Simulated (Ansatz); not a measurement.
Saddle point of CH₆Sn, closed shell (CH₄Sn ([CH3][SnH]) + H₂ → SnH₂ + CH₄; bonds formed: Sn1–H4, C2–H3; bonds broken: Sn1–C2, H3–H4), PBE0-D4/def2-TZVP structure:

```tsv
atom	x (Å)	y (Å)	z (Å)
Sn1	-1.4299	0.8263	0.3366
C2	0.8920	0.1482	0.0357
H3	-0.3075	-0.7218	0.3864
H4	-1.2229	-1.0713	0.6956
H5	-1.7255	0.3316	-1.3385
H6	1.1309	0.9603	-0.6521
H7	1.2445	-0.7712	-0.4409
H8	1.4187	0.2978	0.9772
```

Energies are electronic, without zero-point energy. Barriers and step energies count from the start structure reached by relaxing down the imaginary mode; all methods use the PBE0-D4 structures, on which another method's saddle can fall below an end. Computed with Ansatz 0.2.0 (basis: def2-TZVPP, with def2-QZVPP for the basis limit); correlated methods freeze the cores. Filled d shells of the heavier atoms are correlated. Core potentials replace the inner electrons of the atoms past krypton. The def2 sets are not built for correlating such inner shells, so the correlated values are less sure here. B3LYP uses VWN-RPA correlation. Extrapolation: Hartree–Fock as exp(−7.88 √X), correlation as X^−2.97.

| method | barrier (kcal/mol) | step energy (kcal/mol) |
| --- | --- | --- |
| SPW92 | 11.06 | -9.73 |
| PBE-D4 | 17.47 | -9.67 |
| BLYP-D4 | 21.39 | -10.23 |
| r2SCAN-D4 | 18.79 | -10.51 |
| B97M-V | 19.74 | -14.30 |
| PBE0-D4 | 20.20 | -10.79 |
| B3LYP-D4 | ? | -11.23 |
| r2SCAN0-D4 | 21.13 | -11.23 |
| BHLYP-D4 | 26.71 | -12.64 |
| CAM-B3LYP-D4 | 23.83 | -12.01 |
| wB97X-V | ? | -11.35 |
| wB97M-V | 24.02 | -11.04 |
| B2PLYP | 23.62 | -10.85 |
| PBE-QIDH | 22.62 | -10.61 |
| RPA on PBE | 24.22 | -11.09 |
| HF | 35.37 | -15.84 |
| MP2 | ? | -8.84 |
| CCSD | 26.43 | -11.71 |
| CCSD(T) | 24.60 | -10.78 |

Fill in the withheld barriers. (Judge from chemistry; the value comes from the calculation.)

By the calculation: MP2 23.58; B3LYP-D4 23.06; wB97X-V 24.54 kcal/mol. Each is the energy of the saddle less that of the start structure, by the same method.

For comparison, the barrier by CCSD(T) at an estimated basis limit (MP2 extrapolated from triple and quadruple zeta, plus CCSD(T) − MP2 in triple zeta) is 24.22 kcal/mol.

The T1 diagnostic stays at or below 0.015.

Labels in which every atom is bracketed show which atoms are joined, not bond orders.

For scale, one of the runs: CCSD(T)/def2-TZVPP, 165 basis functions, launched by `ansatz run in.yaml --threads 2 --pin off --events-out ev --progress --plain --max-ram 4352MiB`. Time: 35 s of wall clock on 2 CPU threads of an Arm Neoverse V2; the host was shared. Peak host memory: 1.4 GiB.
